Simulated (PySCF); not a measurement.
First SCF of a structure search on doublet ReO2, at a hand-made end-on geometry. PySCF input:

```python
from pyscf import gto, scf, dft
mol = gto.M(atom='''
Re     0.000000     0.000000     0.000000
O      0.000000     0.000000     1.998200
O      1.252800     0.000000     2.718200''',
    basis={'Re': 'def2-TZVP', 'O': 'def2-TZVP'},
    ecp={'Re': 'def2-TZVP'},
    charge=0, spin=1)
mf = dft.UKS(mol, xc='PBE')
mf.grids.atom_grid = (50, 194)
aux = {'Re': 'def2-universal-JKFIT', 'O': 'def2-universal-JKFIT'}
mf = mf.density_fit(auxbasis=aux)
mf.conv_tol = 1e-08
mf.diis_space = 10
mf.max_cycle = 60
mf.init_guess = 'minao'
mf.verbose = 4
mf.kernel()
```

Excerpt of the output (cycles alone):

```
init E= -210.645697824755
cycle= 1 E= -227.783481685408  delta_E= -17.1  |g|= 1.02  |ddm|= 5.16
cycle= 2 E= -204.803665089059  delta_E=   23  |g|= 4.78  |ddm|= 3.78
cycle= 3 E= -224.311997231317  delta_E= -19.5  |g|= 2.42  |ddm|= 3.39
cycle= 4 E= -227.78149332977  delta_E= -3.47  |g|= 1.25  |ddm|= 1.66
cycle= 5 E= -225.125750945282  delta_E= 2.66  |g|= 2.21  |ddm|= 1.66
cycle= 6 E= -228.381613133048  delta_E= -3.26  |g|= 0.271  |ddm|= 1.37
cycle= 7 E= -228.121784373284  delta_E= 0.26  |g|= 0.767  |ddm|= 1.32
cycle= 8 E= -228.207004215988  delta_E= -0.0852  |g|= 0.648  |ddm|= 0.233
cycle= 9 E= -228.23077111479  delta_E= -0.0238  |g|= 0.615  |ddm|= 0.204
cycle= 10 E= -228.333131763612  delta_E= -0.102  |g|= 0.427  |ddm|= 0.34
cycle= 11 E= -228.378148075708  delta_E= -0.045  |g|= 0.329  |ddm|= 0.287
cycle= 12 E= -228.416736055596  delta_E= -0.0386  |g|= 0.179  |ddm|= 0.25
cycle= 13 E= -228.440631118926  delta_E= -0.0239  |g|= 0.0513  |ddm|= 0.391
... 13 lines left out ...
cycle= 27 E= -228.446485084662  delta_E= -4.44e-06  |g|= 0.00114  |ddm|= 0.0106
cycle= 28 E= -228.446486901834  delta_E= -1.82e-06  |g|= 0.000804  |ddm|= 0.00532
cycle= 29 E= -228.446488523324  delta_E= -1.62e-06  |g|= 0.000545  |ddm|= 0.00842
cycle= 30 E= -228.446489666193  delta_E= -1.14e-06  |g|= 0.000286  |ddm|= 0.00985
cycle= 31 E= -228.446490223798  delta_E= -5.58e-07  |g|= 0.000163  |ddm|= 0.00747
cycle= 32 E= -228.446490322214  delta_E= -9.84e-08  |g|= 0.000167  |ddm|= 0.00573
cycle= 33 E= -228.446490336141  delta_E= -1.39e-08  |g|= 6.95e-05  |ddm|= 0.000533
cycle= 34 E= -228.446490338004  delta_E= -1.86e-09  |g|= 3.9e-05  |ddm|= 0.00093
Extra cycle  E= -228.446490275105  delta_E= 6.29e-08  |g|= 0.00035  |ddm|= 0.000359
converged SCF energy = -228.446490275105  <S^2> = 2.1856174  2S+1 = 3.1212929
```

No lower solution of this spin was found from smeared starts or by a stability analysis within the unrestricted form.

With open d or f shells other occupations or spin states may lie lower. Spin–orbit coupling, left out here, can matter for elements this heavy.

The search for the lowest solution, 3 starts and the stability check together, took 50 s on 2 threads of a shared Arm Neoverse N1 host, with 102 basis functions; the process peaked at 0.38 GiB. Launch command: `OMP_NUM_THREADS=2 python axn.py task.json out`.
